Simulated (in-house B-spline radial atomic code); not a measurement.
A fraction x of an electron is moved 4d → 4f in I+, starting from [Kr] 4d10 5s2 5p4 and keeping the highest spin. Method: scalar-relativistic (X2C) LDA VWN5, spin-polarised, spherical fractional occupations, Fermi nucleus of rms radius 4.75 fm. Calculated with a radial B-spline atomic code at the basis-set limit.

```tsv
x	E(x) - E(0) (eV)	4d down level (eV)	4f up level (eV)
0	0.0000	-59.647	-
0.125	7.3962	-61.413	-1.550
0.25	14.9715	-63.126	-1.781
0.375	?	?	?
0.5	?	?	?
0.625	38.7783	-67.742	-2.253
0.75	47.0366	-68.981	-2.366
0.875	55.4246	-70.022	-2.459
1	63.9203	-70.876	-2.534
```

What belongs in the row x = 0.375?

An energy change of 22.7316 eV; 4d down at -64.772 eV, 4f up at -1.964 eV.

What belongs in the row x = 0.5?

An energy change of 30.6709 eV; 4d down at -66.326 eV, 4f up at -2.119 eV.

Check Janak's theorem between x = 0.125 and 0.25.

The slope of the energy is 60.60 eV; the orbital levels give 60.60 eV (ε of the receiving orbital less ε of the emptying one, averaged over the two points).
